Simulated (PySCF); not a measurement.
# How methods differ on the ionisation energy of Tl⁺

Tl⁺ [Xe] 4f14 5d10 6s2 (1S) → Tl²⁺ [Xe] 4f14 5d10 6s1 (2S), as a difference of total energies. Computed with PySCF 2.14 in x2c-TZVPPall (11s7p6d3f, 83 functions), with the spin-free X2C one-electron Hamiltonian (Gaussian nucleus). Correlated levels: valence and next inner shell: [Kr] 4d10 4f14 frozen. The calculations carry no spin-orbit coupling.

**Question.** Order these methods by the ionisation energy they give, lowest first.
A. MP2 (valence and next inner shell)
B. SCS-MP2 (valence and next inner shell)
C. UHF
D. CCSD(T) (valence and next inner shell)

**Answer.** C (18.396 eV), D (20.180 eV), B (20.282 eV), A (20.400 eV).

Errors of the correlated levels include the incompleteness of this basis and the frozen core.

For comparison: 20.428 eV (measured; NIST Atomic Spectra Database, ionization energies).
